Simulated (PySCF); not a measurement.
Write Cartesian coordinates for `C#[C][Al]([CH3])[C]#C` as optimised with PBE0-D3(BJ)/def2-SVP.

```xyz
11
C5H5Al angstrom
C      1.7719    2.5103    0.3138
C      1.0785    1.5177    0.1504
Al    -0.0482   -0.0100   -0.0802
C     -1.9739    0.1867   -0.2300
C      0.7979   -1.7218   -0.1843
C      1.3304   -2.8191   -0.2546
H      2.3905    3.3799    0.4533
H     -2.5059   -0.7636   -0.0694
H     -2.2381    0.5466   -1.2398
H     -2.3657    0.9323    0.4807
H      1.8014   -3.7849   -0.3163
```

Orientation and origin are arbitrary. Atoms count from 1 in this order. Al3 (aluminium bonded to 3 C) is planar (angles 121.7°, 120.8° and 117.5°, sum 360.0°, 0.01 Å off the plane of its three neighbours). The 3 Al–C bonds span 1.912 Å (C2–Al3, drawn single) to 1.941 Å (Al3–C4, drawn single), a spread of 0.029 Å. The 6 heavy atoms lie in one plane (0.004 Å rms).

Bonds between heavy atoms (Å): C1≡C2 1.222, C2–Al3 1.912, Al3–C4 1.941, Al3–C5 1.912, C5≡C6 1.222.

Theory: PBE0-D3(BJ)/def2-SVP geometry optimisation, gas phase (PySCF 2.14.0).

No frequency check.
